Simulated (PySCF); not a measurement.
Orbital picture of PbSe⁺

r²SCAN at R = 2.598 Å; Pb cc-pVDZ-PP with ECP60, Se cc-pVDZ-PP with ECP10; scalar-relativistic core potentials (PySCF 2.14). State: ²Π (doublet), unpaired electrons π ↑. Only the outer orbitals are listed, counted within each symmetry, core potentials removing the inner ones.

```json
{"spin": "α", "orbital": "7σ", "occ.": "1", "ε (eV)": "-23.84", "on Pb (%)": "11", "main shells (%)": "88 Se s"}
{"spin": "α", "orbital": "8σ", "occ.": "1", "ε (eV)": "-18.92", "on Pb (%)": "86", "main shells (%)": "86 Pb s, 8 Se s"}
{"spin": "α", "orbital": "5π", "occ.": "1", "ε (eV)": "-13.04", "on Pb (%)": "8", "main shells (%)": "91 Se p"}
{"spin": "α", "orbital": "9σ", "occ.": "1", "ε (eV)": "-12.61", "on Pb (%)": "35", "main shells (%)": "64 Se p, 28 Pb p"}
{"spin": "α", "orbital": "5π", "occ.": "1", "ε (eV)": "-11.97", "on Pb (%)": "14", "main shells (%)": "86 Se p, 12 Pb p"}
{"spin": "α", "orbital": "6π", "occ.": "0", "ε (eV)": "-9.15", "on Pb (%)": "92", "main shells (%)": "92 Pb p"}
{"spin": "α", "orbital": "6π", "occ.": "0", "ε (eV)": "-8.86", "on Pb (%)": "87", "main shells (%)": "87 Pb p, 12 Se p"}
{"spin": "α", "orbital": "10σ", "occ.": "0", "ε (eV)": "-6.27", "on Pb (%)": "76", "main shells (%)": "73 Pb p, 24 Se p"}
{"spin": "β", "orbital": "7σ", "occ.": "1", "ε (eV)": "-22.77", "on Pb (%)": "17", "main shells (%)": "82 Se s, 12 Pb s"}
{"spin": "β", "orbital": "8σ", "occ.": "1", "ε (eV)": "-18.79", "on Pb (%)": "81", "main shells (%)": "81 Pb s, 14 Se s"}
{"spin": "β", "orbital": "9σ", "occ.": "1", "ε (eV)": "-12.33", "on Pb (%)": "37", "main shells (%)": "61 Se p, 32 Pb p"}
{"spin": "β", "orbital": "5π", "occ.": "1", "ε (eV)": "-11.59", "on Pb (%)": "21", "main shells (%)": "79 Se p, 19 Pb p"}
{"spin": "β", "orbital": "5π", "occ.": "0", "ε (eV)": "-10.91", "on Pb (%)": "30", "main shells (%)": "70 Se p, 29 Pb p"}
{"spin": "β", "orbital": "6π", "occ.": "0", "ε (eV)": "-8.89", "on Pb (%)": "80", "main shells (%)": "80 Pb p, 19 Se p"}
{"spin": "β", "orbital": "6π", "occ.": "0", "ε (eV)": "-8.65", "on Pb (%)": "71", "main shells (%)": "71 Pb p, 28 Se p"}
```

Question: Which are the highest filled and the lowest empty level, where do they sit, and how wide is the gap?

Answer: Highest filled β 5π at -11.59 eV (in %: 79 Se p, 19 Pb p); lowest empty β 5π at -10.91 eV (in %: 70 Se p, 29 Pb p); the gap at r²SCAN is 0.68 eV. Both belong to one degenerate shell, split only by its one-sided filling, so this is no excitation gap.

* bond order (Mayer): 1.57
* ⟨S²⟩: 0.762
* charge on Pb (Mulliken, basis-dependent): 0.94
* charge on Pb (Löwdin, basis-dependent): 0.89
* dipole moment (positive dipole points towards Se; it is taken about the centre of mass and depends on that origin): -2.17 D

Spin–orbit coupling is left out, which matters for elements this heavy, above all for dissociation energies. The state is the lowest determinant that a PBE0 search found; another state may lie lower at other levels.
